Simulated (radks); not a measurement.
The numbers below are computed, except where a source is named.
Task: Species: P. Configuration: [Ne] 3s2 3p3. Code: a radial shooting solver on a logarithmic mesh with Libxc functionals. Model: non-relativistic Kohn-Sham, PBE, spin-polarised, spherical densities, point nucleus; open shells are filled with parallel spins first. Some entries of the table are withheld. Estimate them.

orbital,occ.,eigenvalue (Ry),<r> (bohr)
1s up,1,-152.6867,0.1040
1s down,1,-152.6649,0.1040
2s up,1,-12.69383,0.5218
2s down,1,-12.67129,0.5217
2p up,3,-9.12912,0.4860
2p down,3,-9.09843,0.4859
3s up,1,(1),1.897
3s down,1,(2),1.910
3p up,3,-0.46259,2.327
3p down,0,-0.27469,2.469

Result: 
(1) 3s up eigenvalue (Ry): -1.08257
(2) 3s down eigenvalue (Ry): -0.88245
